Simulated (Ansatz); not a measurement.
Isolated molecules relaxed with PBE0-D4/def2-TZVP in Ansatz; ΔE leaves out vibrations. CCSD(T)/CBS is the MP2 limit (def2-TZVPP, def2-QZVPP) plus CCSD(T) − MP2 in def2-TZVPP, frozen cores. DFT in def2-TZVPP. B3LYP here is the variant with VWN-RPA as its local correlation; programs differ in this. HSE06 is defined as in plane-wave codes.

Reaction (formal exchange of groups at the Si–C bond): `N#C[Si](Cl)(Cl)C#N` + `C#CCCl` → `N#C[Si](Cl)(Cl)Cl` + `C#CCC#N`

```tsv
level	ΔE (kcal/mol)	difference from CCSD(T)/CBS
LDA (SPW92)	-31.0	-2.2
PBE-D4	-28.6	0.2
r2SCAN-D4	-29.6	-0.8
B3LYP-D4	-28.5	0.3
BHLYP-D4	-30.2	-1.4
ωB97X-V	-29.7	-0.9
PBE-QIDH	-30.6	-1.8
PBE	-28.5	0.3
BLYP	-26.5	2.3
PBE0	-30.1	-1.3
HSE06	-30.0	-1.2
BHLYP	-29.9	-1.1
LC-ωPBE	-31.2	-2.4
CCSD(T)/def2-SVP	-29.7	-0.9
HF/def2-QZVPP	-30.5	-1.7
SCS-MP2/def2-QZVPP	-28.4	0.4
CCSD(T)/CBS	-28.8	0
```

Largest T1 diagnostic among the species: 0.013.

Leaving LDA and LC-ωPBE aside and taking each functional with its dispersion term where it has one, the values, not all of them listed here, spread over 3.9 kcal/mol, from r2SCAN0-D4 to BLYP-D4. LDA lies −2.6 kcal/mol from PBE without D4. From BLYP to BHLYP (50 % exact exchange), in def2-TZVPP and without D4, ΔE moves by −3.4 kcal/mol.
